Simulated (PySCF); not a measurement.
C₃H₅BN₂, SMILES C1=CB(C=N1)N.

Geometry: PBE-D3(BJ)/def2-SVP. This is a generated structure with no PubChem entry under its InChIKey; it may be hypothetical. Other conformers were not sampled.

Two levels are set side by side: TDA-PBE/def2-SVPD (PySCF) and TDA-ωB97X/def2-SVPD (PySCF). Vertical, same geometry. The lowest singlet is HOMO→LUMO 99 % with PBE and HOMO−1→LUMO 97 % with the other functional; states are paired by order. Differences are taken from unrounded values.

```json
[
 {"quantity": "lowest singlet excitation (eV)", "TDA-PBE": "2.56"},
 {"quantity": "lowest triplet excitation (TDA) (eV)", "TDA-PBE": "2.02"},
 {"quantity": "first bright state (f over 0.05) (eV)", "TDA-PBE": "5.53"},
 {"quantity": "its oscillator strength", "TDA-PBE": "0.18"}
]
```

**Question.** These are the TDA-PBE values. What does TDA-ωB97X give? (The exact figures need the calculation; the answer reports its results.)

**Answer.** 
```json
[
 {"quantity": "lowest singlet excitation (eV)", "TDA-ωB97X": "3.39", "TDA-PBE minus TDA-ωB97X": "-0.83"},
 {"quantity": "lowest triplet excitation (TDA) (eV)", "TDA-ωB97X": "2.24", "TDA-PBE minus TDA-ωB97X": "-0.21"},
 {"quantity": "first bright state (f over 0.05) (eV)", "TDA-ωB97X": "6.74", "TDA-PBE minus TDA-ωB97X": "-1.21"},
 {"quantity": "its oscillator strength", "TDA-ωB97X": "0.26", "TDA-PBE minus TDA-ωB97X": "-0.08"}
]
```

A lower first singlet is the usual sign of a functional without exact exchange. Differences between two approximate levels are no errors against the true value.

Rough cost on one machine, each run with all the roots and properties that it gave: TDA-ωB97X against TDA-PBE about 4 times.
